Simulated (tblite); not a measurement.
C₅H₅F₃N (doublet state).
InChI=1S/C5H5F3N/c6-5(7,8)4-2-1-3-9-4/h1-4,9H/t4-/m0/s1

Level: GFN2-xTB in tblite, geometry and Hessian alike; calculated harmonic values, unscaled, isolated species. This tight-binding method is rough: wavenumbers can miss measured ones by several per cent, in bad cases by 10 to 20. Open shells enter through the occupations alone, without spin polarisation, and single modes of such species can be off by tens of per cent.

Harmonic wavenumbers (cm⁻¹): 48.2, 105.0, 158.6, 273.7, 338.1, 357.0, 408.1, 468.9, 484.9, 528.0, 597.6, 626.4, 656.5, 774.1, 805.1, 808.3, 852.6, 995.9, 1023.0, 1038.2, 1079.7, 1082.2, 1114.6, 1124.0, 1144.6, 1206.1, 1227.2, 1246.0, 1359.0, 1423.3, 1458.4, 2815.7, 3166.8, 3180.6, 3195.4, 3468.6.

A = 3222, B = 1337, C = 1187 MHz; mass 136.037 u (most abundant isotopes); point group C1, symmetry number 1; spin multiplicity 2.

**Question.** Zero-point energy?

**Answer.** ½Σν̃ = 20320 cm⁻¹ = 58.10 kcal/mol.

**Question.** Entropy at 200 K, 1 bar (ideal gas, RRHO, classical rotation)?

**Answer.** Translation 38.68, rotation 27.34, vibration 12.53, spin (R ln 2) 1.38: S = 79.9 cal/(mol K).

**Question.** And Cp and H(200 K) − H(0)?

**Answer.** Cp = 23.47 cal/(mol K), of which vibrations give 15.52 (their classical limit is 36 R = 71.5); H(200 K) − H(0) = 3.00 kcal/mol without the zero-point energy, 1.41 from vibrations.

**Question.** What must be added to the electronic energy to get the Gibbs energy at 200 K and 1 bar?

**Answer.** ZPE + [H(200 K) − H(0)] − T·S = 58.10 + 3.00 − 15.99 = 45.11 kcal/mol.

**Question.** Which modes carry the vibrational entropy at 200 K?

**Answer.** 48.2 cm⁻¹: 4.10; 105.0 cm⁻¹: 2.59; 158.6 cm⁻¹: 1.83; 273.7 cm⁻¹: 0.93; 338.1 cm⁻¹: 0.65; 357.0 cm⁻¹: 0.58 cal/(mol K); the other 30 give 1.85 together.

Hindered rotation and anharmonicity are outside this model. The structure is chiral; the term R ln 2 for an equal mix with its mirror image is left out.

Hardware: Intel Xeon at 2.50 GHz, one thread, no GPU, shared host. Cost: 1.3 s of wall time. This covers the Hessian and the dipole derivatives.

Shape of the structure used: `[F:1][C:2]([F:3])([F:4])[C@@H:5]1[CH:6]=[CH:7][CH:8][NH:9]1`: F1–C2–C5–C6 176°.
